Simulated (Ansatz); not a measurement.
Relaxation of ClF2H3HfOS (9 atoms, charge 0, multiplicity 1), to a largest force component of 0.03 eV/Å in at most 50 steps.

Computed with RKS revPBE-D4/def2-SVP in Ansatz.

```xyz
9
Properties=species:S:1:pos:R:3
Hf 0.083 0.595 -0.383
F 0.702 -0.898 2.350
F 1.764 -0.272 -0.702
Cl -0.579 1.683 -2.374
O -1.373 -0.533 0.193
H -1.397 -1.307 0.788
S 0.405 2.301 1.465
H 1.682 2.576 1.059
H 0.738 -0.001 2.612
```

Question: Where does it end, and by what steps?

Answer: It converged. The force dipped under the threshold on the way, but the program's further checks kept it going. After 23 steps the energy has fallen by 0.276 eV; H6 moved furthest, 0.86 Å. Joined: Hf1–F2 (3.18 → 2.34 Å), Hf1–H9 (3.12 → 2.46 Å).

```json
{"step": "0", "energy less start (eV)": "0.0000", "largest force component (eV/Å)": "0.654", "accepted": "yes"}
{"step": "1", "energy less start (eV)": "-0.0658", "largest force component (eV/Å)": "0.574", "accepted": "yes"}
{"step": "2", "energy less start (eV)": "-0.1203", "largest force component (eV/Å)": "0.521", "accepted": "yes"}
{"step": "3", "energy less start (eV)": "-0.1980", "largest force component (eV/Å)": "0.332", "accepted": "yes"}
{"step": "4", "energy less start (eV)": "-0.1641", "largest force component (eV/Å)": "0.960", "accepted": "no"}
{"step": "5", "energy less start (eV)": "-0.2291", "largest force component (eV/Å)": "0.185", "accepted": "yes"}
{"step": "6", "energy less start (eV)": "-0.2332", "largest force component (eV/Å)": "0.270", "accepted": "yes"}
{"step": "7", "energy less start (eV)": "-0.2434", "largest force component (eV/Å)": "0.418", "accepted": "yes"}
{"step": "8", "energy less start (eV)": "-0.2477", "largest force component (eV/Å)": "0.308", "accepted": "yes"}
{"step": "9", "energy less start (eV)": "-0.2505", "largest force component (eV/Å)": "0.357", "accepted": "yes"}
{"step": "10", "energy less start (eV)": "-0.2589", "largest force component (eV/Å)": "0.143", "accepted": "yes"}
{"step": "11", "energy less start (eV)": "-0.2650", "largest force component (eV/Å)": "0.198", "accepted": "yes"}
{"step": "12", "energy less start (eV)": "-0.2686", "largest force component (eV/Å)": "0.067", "accepted": "yes"}
{"step": "13", "energy less start (eV)": "-0.2708", "largest force component (eV/Å)": "0.259", "accepted": "yes"}
{"step": "14", "energy less start (eV)": "-0.1686", "largest force component (eV/Å)": "2.067", "accepted": "no"}
{"step": "15", "energy less start (eV)": "-0.2720", "largest force component (eV/Å)": "0.253", "accepted": "yes"}
{"step": "16", "energy less start (eV)": "-0.2725", "largest force component (eV/Å)": "0.231", "accepted": "yes"}
{"step": "17", "energy less start (eV)": "-0.2745", "largest force component (eV/Å)": "0.167", "accepted": "yes"}
{"step": "18", "energy less start (eV)": "-0.2730", "largest force component (eV/Å)": "0.130", "accepted": "no"}
{"step": "19", "energy less start (eV)": "-0.2753", "largest force component (eV/Å)": "0.022", "accepted": "yes"}
{"step": "20", "energy less start (eV)": "-0.2756", "largest force component (eV/Å)": "0.035", "accepted": "yes"}
{"step": "21", "energy less start (eV)": "-0.2758", "largest force component (eV/Å)": "0.030", "accepted": "yes"}
{"step": "22", "energy less start (eV)": "-0.2758", "largest force component (eV/Å)": "0.030", "accepted": "yes"}
{"step": "23", "energy less start (eV)": "-0.2759", "largest force component (eV/Å)": "0.006", "accepted": "yes"}
```

```xyz
9
Properties=species:S:1:pos:R:3
Hf 0.170 0.289 -0.027
F 1.091 -0.417 2.001
F 1.708 -0.625 -0.729
Cl -0.364 1.611 -1.920
O -1.407 -0.743 0.301
H -2.058 -1.457 0.259
S 0.359 2.244 1.678
H 1.549 2.672 1.162
H 0.977 0.571 2.283
```

The run took 53 s on 4 threads of Arm Neoverse V1, on a shared host, peak memory 0.2 GiB.
